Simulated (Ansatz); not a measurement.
The cluster Cu₂Cl₂. Total charge 0; singlet. Geometry r2SCAN-D4/def2-SVP.

Cartesian coordinates in Å:
```
Cu -0.538 0.247 -0.973
Cu 0.538 -0.247 0.973
Cl 0.741 -1.613 -0.819
Cl -0.741 1.613 0.819
```

The structure comes from a short search, and lower isomers may exist.

(1) Estimate the orbital energies around the gap (eV) in Ansatz with PBE-D4/def2-SVP, PBE-D4/def2-TZVPD, BLYP-D4/def2-TZVP, r2SCAN-D4/def2-TZVPD, PBE0-D4/def2-SVP.

Answers

(1) 
| orbital | PBE-D4/def2-SVP | PBE-D4/def2-TZVPD | BLYP-D4/def2-TZVP | r2SCAN-D4/def2-TZVPD | PBE0-D4/def2-SVP |
| --- | --- | --- | --- | --- | --- |
| HOMO−9 | -6.48 | -7.34 | -7.21 | -7.42 | -8.60 |
| HOMO−8 | -5.80 | -6.68 | -6.53 | -6.81 | -7.81 |
| HOMO−7 | -5.65 | -6.52 | -6.40 | -6.60 | -7.79 |
| HOMO−6 | -5.54 | -6.45 | -6.33 | -6.55 | -7.71 |
| HOMO−5 | -5.38 | -6.26 | -6.14 | -6.36 | -7.55 |
| HOMO−4 | -5.33 | -6.22 | -6.10 | -6.30 | -7.52 |
| HOMO−3 | -5.25 | -6.16 | -6.04 | -6.27 | -7.48 |
| HOMO−2 | -5.16 | -5.97 | -5.82 | -6.08 | -7.09 |
| HOMO−1 | -4.92 | -5.73 | -5.58 | -5.80 | -6.71 |
| HOMO | -4.79 | -5.59 | -5.47 | -5.64 | -6.57 |
| LUMO | -2.47 | -3.04 | -2.95 | -2.69 | -1.55 |
| LUMO+1 | -1.97 | -2.56 | -2.49 | -2.22 | -1.01 |
| LUMO+2 | 0.84 | -0.89 | 0.45 | -0.54 | 1.89 |
| LUMO+3 | 1.68 | 0.11 | 0.87 | 0.54 | 2.38 |
| LUMO+4 | 1.70 | 0.14 | 1.04 | 0.59 | 2.59 |
| LUMO+5 | 2.32 | 0.14 | 1.96 | 0.70 | 3.44 |
